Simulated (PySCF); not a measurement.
**Gas-phase XPS of `CC(C)C1=[O+][BH2-]OC=C1`, computed**

Compound: C6H11BO2.
SMILES with atom numbers: `[CH3:1][CH:2]([CH3:3])[C:4]1=[O+:5][BH2-:6][O:7][CH:8]=[CH:9]1`

Method: delta-SCF UKS SCAN, pcX-2 on the ionised atom, pcseg-1 elsewhere, spin-free X2C (PySCF). These are vertical core ionisation energies against the vacuum level, from separate self-consistent calculations with and without the core hole.

**Question.** What binding energy does each computed site have?

**Answer.** 
```csv
atom(s),environment,level,binding energy (eV),above the level's lowest (eV),count
C1/C3,methyl carbon,C 1s,291.08,+0.48,2
C2,sp3 CH carbon,C 1s,291.32,+0.72,1
C4,carbon bonded to 2 C and O,C 1s,293.19,+2.59,1
O5,oxygen bonded to B and C,O 1s,538.70,0.00,1
B6,four-coordinate boron,B 1s,195.66,0.00,1
O7,boron-bound oxygen,O 1s,538.71,+0.01,1
C9,alkene CH carbon,C 1s,290.60,0.00,1
```

Lowest listed C 1s: C9, bonded to C (double bond), C and H. Highest, 2.59 eV above it: C4, bonded to O (double bond) and 2 C. The widest gap between neighbouring values is 1.87 eV, between 291.32 and 293.19 eV.

The 2 O 1s values lie within 0.01 eV of each other; Gaussian lines of 0.5 eV full width would blend them into one maximum.

**Question.** Which photon energy gives electrons from O 1s of O7 a kinetic energy of 100 eV, and what is their de Broglie wavelength?

**Answer.** hν = 538.71 + 100 = 638.71 eV, recoil neglected; λ = 12.264 Å/√(E/eV) = 1.23 Å.

Topologically equivalent atoms share the value of their first member; where this conformer doesn't relate them by symmetry, their own values could differ. The list is incomplete; no value stands for C 1s of C8 (hole states with ⟨S²⟩ of 1 or more are left out). Spin contamination (⟨S²⟩ against 0.75 for a pure doublet) is marked for C 1s of C4 (0.98), which makes this value less certain. Isolated species at its PBE0-D3(BJ)/def2-SVP geometry (one conformer only).

The run took 8.9 min of wall time on an Intel Xeon at 2.50 GHz with one thread, shared host with 64 logical CPUs at a one-minute load of 62, and the process peaked at 0.83 GiB of memory.

The values belong to the conformer `[CH3:1][CH:2]([CH3:3])[C:4]1=[O+:5][BH2-:6][O:7][CH:8]=[CH:9]1`: C1–C2–C4–O5 134°.
